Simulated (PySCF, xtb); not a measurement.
Si(Cl)2(vinyl)(OH) (C2H4Cl2OSi), SMILES C=C[Si](O)(Cl)Cl. The values are those of a single conformer.

Harmonic wavenumbers (cm⁻¹) from GFN2-xTB in xtb at its own minimum, in rising order: 41, 120, 124, 154, 194, 222, 233, 334, 458, 478, 546, 716, 783, 912, 927, 1016, 1027, 1279, 1406, 1667, 3036, 3089, 3129, 3626.

Q: What does TPSSh-D3(BJ)/def2-SVP (PySCF) give at its own minimum? (Estimate from the structure and the level; the computed values follow.)

A: 67, 121, 151, 180, 231, 260, 283, 352, 513, 516, 616, 722, 808, 937, 1008, 1014, 1035, 1283, 1431, 1664, 3129, 3155, 3228, 3842. Paired by order, the mean absolute difference is 43 cm⁻¹ and the zero-point energies are 36.5 and 37.9 kcal/mol.
